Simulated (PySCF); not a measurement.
**Argon: a sound run and one with changed settings**

Sound run: Ar²⁺ [Ne] 3s2 3p4, Ar³⁺ [Ne] 3s2 3p3. Calculation: PySCF 2.14, in jorge-DZP-DKH (7s4p1d, 24 functions); the spin-free X2C one-electron Hamiltonian (Gaussian nucleus). The sound run starts from symmetry-adapted Hartree-Fock orbitals and uses a fine grid where one is needed.

Changed run: initial guess minao, at most 50 SCF cycles, level shift 10.0 hartree.

| species | method | sound run (hartree) | changed run (hartree) | converged |
| --- | --- | --- | --- | --- |
| Ar²⁺ | UHF | -527.10425 | -527.10425 | no |
| Ar²⁺ | B3LYP | -527.77116 | -527.77116 | no |
| Ar²⁺ | BP86 | -527.80670 | -527.80669 | no |
| Ar³⁺ | UHF | -525.66051 | -525.66051 | no |
| Ar³⁺ | B3LYP | -526.27149 | -526.27149 | no |
| Ar³⁺ | BP86 | -526.30611 | -526.30611 | no |

A level shift slows the SCF but leaves a converged energy unchanged.
